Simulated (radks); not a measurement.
Question: The mean radii <r> (bohr) of the occupied orbitals of an atom or ion are listed with their occupations. Calculated with a radial shooting solver on a logarithmic mesh with Libxc functionals: Dirac Kohn-Sham, PBE, spin-unpolarised, spherical densities, point nucleus.

orbital  occ.      <r>
1s1/2       2  0.02231
2s1/2       2  0.09358
2p1/2       2  0.07820
2p3/2       4  0.08470
3s1/2       2   0.2293
3p1/2       2   0.2169
3p3/2       3   0.2269

Name the element and its charge. Open shells, if any, fill j = l - 1/2 first.

Answer: Z = 63, europium, charge +46: Eu46+ in [Ne] 3s2 3p5. The 1s radius gives Z: for a bare nucleus <r> = (2 gamma + 1)/(2Z) with gamma = sqrt(1 - (Z/c)^2), 0.02203 bohr for Z = 63, and screening makes it slightly larger (0.02231 here). The occupations add up to 17, and the charge is Z minus that.
